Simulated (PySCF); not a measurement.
## Er⁵⁶⁺ (erbium, charge +56) across methods

[Ne] 3s2, closed-shell 1S. All numbers are calculated (PySCF 2.14, scalar relativity by spin-free X2C-1e, in an even-tempered Gaussian basis (17 s from 15 bohr⁻², ratio 2.5; 12 p from 19 bohr⁻², ratio 2.5; 4 d from 69 bohr⁻², ratio 2.7; 4 f from 100 bohr⁻², ratio 2.7)).

```json
{"method": "r2SCAN", "E (hartree)": "-9602.86", "mean ε 2s (eV)": "-13842.3", "mean ε 2p (eV)": "-12786.5", "mean ε 3s (eV)": "-5656.4", "Σ⟨r²⟩ (bohr²)": "0.1551", "⟨S²⟩": "0.000"}
{"method": "PBE0", "E (hartree)": "-9602.67", "mean ε 2s (eV)": "-13865.3", "mean ε 2p (eV)": "-12806.9", "mean ε 3s (eV)": "-5666.9", "Σ⟨r²⟩ (bohr²)": "0.1550", "⟨S²⟩": "0.000"}
{"method": "LDA", "E (hartree)": "-9593.63", "mean ε 2s (eV)": "-13802.2", "mean ε 2p (eV)": "-12762.3", "mean ε 3s (eV)": "-5654.0", "Σ⟨r²⟩ (bohr²)": "0.1551", "⟨S²⟩": "0.000"}
{"method": "UHF", "E (hartree)": "-9601.87086", "mean ε 2s (eV)": "-14017.1", "mean ε 2p (eV)": "-12923.5", "mean ε 3s (eV)": "-5697.9", "Σ⟨r²⟩ (bohr²)": "0.1551", "⟨S²⟩": "0.000"}
{"method": "r2SCANh", "E (hartree)": "-9602.81", "mean ε 2s (eV)": "-13859.9", "mean ε 2p (eV)": "-12800.3", "mean ε 3s (eV)": "-5660.7", "Σ⟨r²⟩ (bohr²)": "0.1551", "⟨S²⟩": "0.000"}
{"method": "BHandHLYP", "E (hartree)": "-9603.07", "mean ε 2s (eV)": "-13916.7", "mean ε 2p (eV)": "-12846.9", "mean ε 3s (eV)": "-5678.1", "Σ⟨r²⟩ (bohr²)": "0.1550", "⟨S²⟩": "0.000"}
```

Q: Estimate the same row for PBE.

A: E (hartree) = -9602.78; mean ε 2s (eV) = -13814.0; mean ε 2p (eV) = -12767.4; mean ε 3s (eV) = -5656.1; Σ⟨r²⟩ (bohr²) = 0.1550; ⟨S²⟩ = 0.000.

Spin-orbit coupling, which splits the p, d and f shells strongly at this Z, is absent.
